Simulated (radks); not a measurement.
Values are calculated unless marked as measured or tabulated.
Removal energies from the antimony ion Sb12+, [Kr] 4d3, by Delta-SCF beside the eigenvalue of the level emptied. Code: a radial shooting solver on a logarithmic mesh with Libxc functionals. Model: scalar-relativistic Kohn-Sham, PBEsol, spin-polarised, spherical densities, finite nucleus; Fermi nuclear charge, rms radius of each element as measured or else 0.836 A^(1/3) + 0.57 fm. Open shells are filled with parallel spins first.

removed from    final configuration  Delta-SCF (eV)  -eigenvalue (eV)
4d                         [Kr] 4d2          265.83            253.11
4p            [Ar] 3d10 4s2 4p5 4d3          337.56            324.40
4s            [Ar] 3d10 4s1 4p6 4d3          388.45            374.74
3d             [Ar] 3d9 4s2 4p6 4d3          795.18            765.67
